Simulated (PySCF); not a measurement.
Computed shifts of a molecule C₃H₁₀BN, PySCF with PBE/pcSseg-1, GIAO, gas phase, atoms alike by connectivity averaged where their shifts nearly agree, in ppm (number of nuclei): ¹³C: 18.3 (1), 11.6 (1), 7.7 (1). ¹H: 4.07 (1), 3.97 (1), 1.20 (3), 1.19 (2), 0.58 (3). ¹⁵N: 113.7 (1). References: ¹¹B against BF3 (σ = 83.9 ppm); ¹³C against TMS (σ = 182.0 ppm); ¹H against TMS (σ = 31.49 ppm); ¹⁵N against NH3 (σ = 267.0 ppm), references at their B3LYP-D3(BJ)/def2-TZVP geometries, non-relativistic. Coordinates come from a r2SCAN-D4/def2-SVP optimisation. One conformer was computed; it need not be the lowest.

Question: Which molecule gave these data?
A) CCB(C)N
B) CNB(C)C
C) CBN(C)C
D) BNC(C)C

Answer: A, CCB(C)N
